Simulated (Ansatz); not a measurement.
Several settings on one geometry of PtS2⁺ (that of the charge 1 doublet, r2SCAN-D4/def2-TZVP). Ansatz on 4 threads of Arm Neoverse V2 on a shared host; times are rough.

```xyz
3

Pt    1.143    0.329    0.600
S    -0.317   -1.108   -0.267
S    -0.826    0.778   -0.334
```

Totals from different functionals, basis sets or treatments of relativity can't be compared as stabilities.

In the def2 sets Pt takes a core potential; there is no spin–orbit coupling.

The spins typed aren't always the lowest for that charge.

Question: Give the basis size and estimate the energy, ⟨S²⟩ and time of these runs.

```json
{"run": "1", "method": "UKS PBEsol/def2-SVP", "charge": "1", "state": "doublet", "further keys": "final_grid: {core_spheres: 5, valence_spheres: 4, degree: 11}; scf: {lower_state_search: off}"}
{"run": "2", "method": "UKS PBEsol/def2-SVPD", "charge": "1", "state": "doublet", "further keys": "scf: {lower_state_search: off}; forces asked"}
{"run": "3", "method": "RKS ωB97X-V/def2-SVP", "charge": "2", "state": "singlet", "further keys": "scf: {lower_state_search: off}; forces asked"}
```

Answer: 
```csv
run,functions,energy (Eh),⟨S²⟩,wall time
1,68,-913.4804,0.75,0.35 s
2,89,-913.4861,0.75,0.9 s
3,68,-914.4267,–,2 s
```

This restricted singlet of an open-shell metal wasn't tested against broken symmetry or higher spin.
